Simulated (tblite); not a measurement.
Parent: `[SiH3:1][CH2:2][CH2:3][C:4]1=[CH:5][SiH2:6][CH2:7]1` with Si1–C2–C3–C4 180°, C2–C3–C4–C5 -100°, C5H12Si2.

The geometries are computed with GFN2-xTB (gas phase). One conformer each, not checked by frequencies here.

```tsv
coordinate of the parent	value
Si1–C2	1.900 Å
C2–C3	1.535 Å
C3–C4	1.488 Å
C4=C5	1.341 Å
C5–Si6	1.881 Å
Si6–C7	1.926 Å
C4–C7	1.511 Å
Si1–C2–C3	113.1°
C2–C3–C4	110.3°
C3–C4–C5	130.4°
C3–C4–C7	124.7°
C5–C4–C7	104.8°
C4–C5–Si6	94.7°
C5–Si6–C7	72.9°
C4–C7–Si6	87.6°
```

Task: How does the shared frame change in `[CH3:1][O:2][C@@H:3]1[SiH2:4][CH:5]=[C:6]1[CH2:7][CH2:8][SiH3:9]` with C1–O2–C3–Si4 -77°, C5–C6–C7–C8 0°, C6–C7–C8–Si9 -67°, C6H14OSi2? Atoms pair as Si1 = Si9, C2 = C8, C3 = C7, C4 = C6, C5 = C3, Si6 = Si4, C7 = C5 (parent first).

Result: 
```
   parent   relative  value in the relative  change
   Si1–C2     Si9–C8                1.909 Å  +0.009
    C2–C3      C8–C7                1.527 Å  -0.008
    C3–C4      C7–C6                1.483 Å  -0.005
    C4=C5      C6–C3                1.514 Å  +0.173
   C5–Si6     C3–Si4                1.946 Å  +0.065
   Si6–C7     Si4–C5                1.879 Å  -0.047
    C4–C7      C6=C5                1.342 Å  -0.169
Si1–C2–C3  Si9–C8–C7                 113.6°    +0.5
 C2–C3–C4   C8–C7–C6                 114.2°    +3.9
 C3–C4–C5   C7–C6–C3                 123.0°    -7.4
 C3–C4–C7   C7–C6–C5                 132.6°    +7.9
 C5–C4–C7   C3–C6–C5                 104.4°    -0.4
C4–C5–Si6  C6–C3–Si4                  87.5°    -7.2
C5–Si6–C7  C3–Si4–C5                  72.4°    -0.5
C4–C7–Si6  C6–C5–Si4                  95.6°    +8.0
```

Of the parent's bonds, C4–C5 changes most (+0.173 Å). Bonds of the relative outside the shared frame: C1–O2 1.396, O2–C3 1.418 Å. Point group C1 → C1.

Task: How does the shared frame change in `[F:1][C@@H:2]1[SiH2:3][CH:4]=[C:5]1[CH2:6][CH2:7][SiH3:8]` with C4–C5–C6–C7 121°, C5–C6–C7–Si8 -59°, C5H11FSi2? Atoms pair as Si1 = Si8, C2 = C7, C3 = C6, C4 = C5, C5 = C4, Si6 = Si3, C7 = C2 (parent first).

Result: 
```json
{"parent": "Si1–C2", "relative": "Si8–C7", "value in the relative": "1.902 Å", "change": "+0.002"}
{"parent": "C2–C3", "relative": "C7–C6", "value in the relative": "1.533 Å", "change": "-0.002"}
{"parent": "C3–C4", "relative": "C6–C5", "value in the relative": "1.485 Å", "change": "-0.003"}
{"parent": "C4=C5", "relative": "C5=C4", "value in the relative": "1.343 Å", "change": "+0.002"}
{"parent": "C5–Si6", "relative": "C4–Si3", "value in the relative": "1.882 Å", "change": "+0.001"}
{"parent": "Si6–C7", "relative": "Si3–C2", "value in the relative": "1.945 Å", "change": "+0.019"}
{"parent": "C4–C7", "relative": "C5–C2", "value in the relative": "1.512 Å", "change": "+0.001"}
{"parent": "Si1–C2–C3", "relative": "Si8–C7–C6", "value in the relative": "113.1°", "change": "0.0"}
{"parent": "C2–C3–C4", "relative": "C7–C6–C5", "value in the relative": "112.2°", "change": "+1.9"}
{"parent": "C3–C4–C5", "relative": "C6–C5–C4", "value in the relative": "131.0°", "change": "+0.6"}
{"parent": "C3–C4–C7", "relative": "C6–C5–C2", "value in the relative": "125.0°", "change": "+0.3"}
{"parent": "C5–C4–C7", "relative": "C4–C5–C2", "value in the relative": "104.0°", "change": "-0.8"}
{"parent": "C4–C5–Si6", "relative": "C5–C4–Si3", "value in the relative": "95.9°", "change": "+1.2"}
{"parent": "C5–Si6–C7", "relative": "C4–Si3–C2", "value in the relative": "72.1°", "change": "-0.8"}
{"parent": "C4–C7–Si6", "relative": "C5–C2–Si3", "value in the relative": "88.0°", "change": "+0.4"}
```

Of the parent's bonds, Si6–C7 changes most (+0.019 Å). Bonds of the relative outside the shared frame: F1–C2 1.390 Å. Point group C1 → C1.

Task: How does the shared frame change in `[CH:1]#[C:2][C@@H:3]1[SiH2:4][CH:5]=[C:6]1[CH2:7][CH2:8][SiH3:9]` with C5–C6–C7–C8 -87°, C6–C7–C8–Si9 -179°, C7H12Si2? Atoms pair as Si1 = Si9, C2 = C8, C3 = C7, C4 = C6, C5 = C5, Si6 = Si4, C7 = C3 (parent first).

Result: 
```
   parent   relative  value in the relative  change
   Si1–C2     Si9–C8                1.899 Å  -0.001
    C2–C3      C8–C7                1.535 Å   0.000
    C3–C4      C7–C6                1.487 Å  -0.001
    C4=C5      C6=C5                1.341 Å   0.000
   C5–Si6     C5–Si4                1.879 Å  -0.002
   Si6–C7     Si4–C3                1.950 Å  +0.024
    C4–C7      C6–C3                1.520 Å  +0.009
Si1–C2–C3  Si9–C8–C7                 113.0°    -0.1
 C2–C3–C4   C8–C7–C6                 109.9°    -0.4
 C3–C4–C5   C7–C6–C5                 130.6°    +0.2
 C3–C4–C7   C7–C6–C3                 124.6°    -0.1
 C5–C4–C7   C5–C6–C3                 104.7°    -0.1
C4–C5–Si6  C6–C5–Si4                  95.5°    +0.8
C5–Si6–C7  C5–Si4–C3                  72.6°    -0.3
C4–C7–Si6  C6–C3–Si4                  87.1°    -0.5
```

Of the parent's bonds, Si6–C7 changes most (+0.024 Å). Bonds of the relative outside the shared frame: C1≡C2 1.199, C2–C3 1.433 Å. Point group C1 → C1.
